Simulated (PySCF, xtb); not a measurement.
bicarbonate (CHO3), SMILES O=C(O)[O-], charge -1. One conformer was computed; it need not be the lowest.

Harmonic wavenumbers (cm⁻¹) from GFN2-xTB run with xtb 6.7.1 at its own minimum, in rising order: 451, 507, 600, 750, 805, 1097, 1310, 1879, 3544.

### Question
What does PBE0-D3(BJ)/def2-SVPD run with PySCF give at its own minimum? (An estimate is asked for; the answer gives what the named calculation found.)

### Answer
558, 563, 651, 842, 905, 1199, 1355, 1823, 3874. Paired by order, the mean absolute difference is 104 cm⁻¹ and the zero-point energies are 15.6 and 16.8 kcal/mol.
